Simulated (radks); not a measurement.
Spherical quantum dot in the effective-mass picture: electrons in a well V = -V0 / (1 + exp((r - R)/a)) with V0 = 9.17, R = 6.7, a = 0.5, all in effective atomic units (hartree* = m*/eps^2 hartree, bohr* = eps/m* bohr), one dielectric constant everywhere. Method: non-relativistic Kohn-Sham, LDA (Slater exchange, Perdew-Wang correlation), spin-polarised, spherical densities; computed with a radial shooting solver with Libxc functionals. Levels are named by radial order and angular momentum (1s, 1p, 1d, 2s, ...), and open shells are averaged over m. Results are scaled to m* = 0.274 and eps = 9.3, for which hartree* = 86.21 meV and bohr* = 1.796 nm.

N = 12, configuration 1s2 1p6 1d(up 4, down 0). This is the lowest configuration that the search found. Occupied and some empty levels:

level    occupation  eigenvalue (meV)  <r> (nm)
1s up             1           -560.07     7.048
1s down           1           -556.93     6.992
1p up             3           -553.30     7.395
1p down           3           -550.00     7.376
1d up             4           -541.92     7.706
1d down           0           -538.55     7.704
1f up             0           -526.71     7.977
1f down           0           -523.32     7.984
2s up             0           -518.11     5.232
2s down           0           -516.57     5.217
2p up             0           -499.40     6.113
2p down           0           -497.42     6.093

Energy (meV): total -7891.13, kinetic 285.98, external -9304.3, Hartree 1370.5, exchange-correlation -243.40.

Electron density:

r (nm)  n(r) (e/nm^3)
0.686       0.0003190
1.45        0.0004280
2.21        0.0006403
2.98        0.0009927
3.74         0.001520
4.50         0.002236
5.27         0.003088
6.03         0.003909
6.80         0.004402
7.56         0.004235
8.32         0.003306
9.09         0.001957
9.85        0.0008062
10.6        0.0002116
11.4       0.00003255
12.1        2.915e-06
12.9        1.631e-07
13.7        6.918e-09
14.4        2.489e-10
